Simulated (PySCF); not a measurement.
**Two-component Hartree-Fock for Al(4+) (aluminium, charge +4)**

Start: [He] 2s2 2p5; 2p1/2 filled at m_j = -1/2, +1/2; 2p3/2 filled at m_j = -1/2, +1/2, +3/2. Calculated with PySCF 2.14 in an even-tempered Gaussian basis (19 s from 0.32 bohr⁻², ratio 2.4; 12 p from 0.41 bohr⁻², ratio 2.4; 5 d from 3.8 bohr⁻², ratio 2.6; 5 f from 5.7 bohr⁻², ratio 2.6): generalised Hartree-Fock with the X2C-1e Hamiltonian and a Gaussian nucleus; one run each with spin-orbit coupling (SO) switched off, then screened by Boettger's factors.

| spinor shell | electrons | ε, spin-free (eV) | ε, screened SO (eV) | weight of nominal j (screened SO) | rms radius, screened SO (bohr) |
| --- | --- | --- | --- | --- | --- |
| 1s1/2 | 2 | -1674.0 | -1674.0 | 1.000 | 0.139 |
| 2s1/2 | 2 | -199.89 | -199.88 | 1.000 | 0.654 |
| 2p1/2 | 2 | -157.50 | -157.61 | 0.641 | 0.630 |
| 2p3/2 | 3 | -157.50 | -157.46 | 0.761 | 0.630 |

```json
{"quantity": "E (hartree)", "spin-free": "-236.07967", "screened SO": "-236.08545"}
{"quantity": "M_J", "spin-free": "3/2", "screened SO": "3/2"}
{"quantity": "⟨J²⟩", "spin-free": "3.751", "screened SO": "3.751"}
{"quantity": "⟨L²⟩", "spin-free": "2.001", "screened SO": "2.001"}
{"quantity": "⟨S²⟩", "spin-free": "0.751", "screened SO": "0.751"}
```

Each row is a mean over spinors that exchange with the open shell spreads, by up to 8.733 eV (2s1/2).

Rows whose weight is well below 1 are mixtures of j = l ± 1/2: exchange outweighs spin-orbit coupling there, and the label is only the starting occupation.

Without spin-orbit coupling the j labels of p, d and f shells carry no meaning; the spin-free column gives the mean over the occupied spinors of each nl shell.
